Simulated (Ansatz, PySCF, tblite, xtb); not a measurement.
Bond stretch in LiNa, singlet.

Levels: RHF/aug-cc-pVTZ (Ansatz, an electronic-structure program); UKS-B3LYP/6-31G* = PySCF with unrestricted B3LYP/6-31G*, spherical d; GFN1-xTB (xtb); GFN2-xTB, 300 K electronic temperature (tblite); RCCSD = CCSD on RHF/aug-cc-pVTZ, frozen core (Ansatz).

Energies are in kcal/mol, each relative to the lowest point of its own curve near equilibrium.

| R / Å | RHF | UKS-B3LYP/6-31G* | GFN1-xTB | GFN2-xTB | RCCSD |
|---|---|---|---|---|---|
| 2.32 | 9.7 | 6.7 | 2.5 | 1.6 | 8.4 |
| 2.52 | 4.3 | 2.4 | 0.0 | 0.0 | 3.4 |
| 2.64 | 2.2 | 1.0 | 0.1 | 0.3 | 1.7 |
| 2.72 | 1.3 | 0.4 | 0.5 | 0.8 | 0.9 |
| 2.85 | 0.3 | 0.0 | 1.7 | 2.1 | 0.1 |
| 2.93 | 0.0 | 0.0 | 2.6 | 3.1 | 0.0 |
| 3.04 | 0.0 | 0.3 | 4.0 | 4.7 | 0.1 |
| 3.11 | 0.1 | 0.6 | 5.0 | 5.8 | 0.3 |
| 3.21 | 0.5 | 1.2 | 6.6 | 7.5 | 0.8 |
| 3.38 | 1.6 | 2.6 | 9.3 | 10.4 | 1.9 |
| 3.62 | 3.8 | 4.9 | 13.4 | 13.3 | 4.0 |
| 3.90 | 6.8 | 8.0 | 19.0 | 18.1 | 6.7 |
| 4.39 | 12.8 | 12.4 | 30.4 | 27.5 | 11.3 |
| 4.90 | 18.9 | 15.2 | 43.6 | 36.5 | 14.8 |
| 5.30 | 23.3 | 16.6 | 54.4 | 42.6 | 16.7 |
| 5.81 | 28.4 | 17.5 | 67.9 | 49.1 | 18.1 |
| 6.38 | 33.2 | 18.0 | 81.6 | 54.5 | 19.0 |
| 7.21 | 38.8 | 18.4 | 96.7 | 59.7 | 19.5 |
| 7.93 | 42.5 | 18.5 | 104.3 | — | 19.6 |
| 8.90 | 46.3 | 18.5 | — | — | 19.7 |

At the longest distance, 8.90 Å, RHF lies highest above its minimum (46.3 kcal/mol) and UKS-B3LYP/6-31G* lowest (18.5 kcal/mol).

Dashes: no converged value, or the column stops at the first point that the program doubted or that broke a chosen test of continuity, which isn't proof of a fault.

The restricted form behind RHF keeps the bonding electrons paired and can't separate into open-shell fragments. The unrestricted determinant behind UKS-B3LYP/6-31G* is spin-contaminated at 4.39 to 8.90 Å (<S²> up to 1.0, against 0.00 for a pure singlet). With two correlated electrons CCSD is exact in the basis where it finds the lowest root (RCCSD).
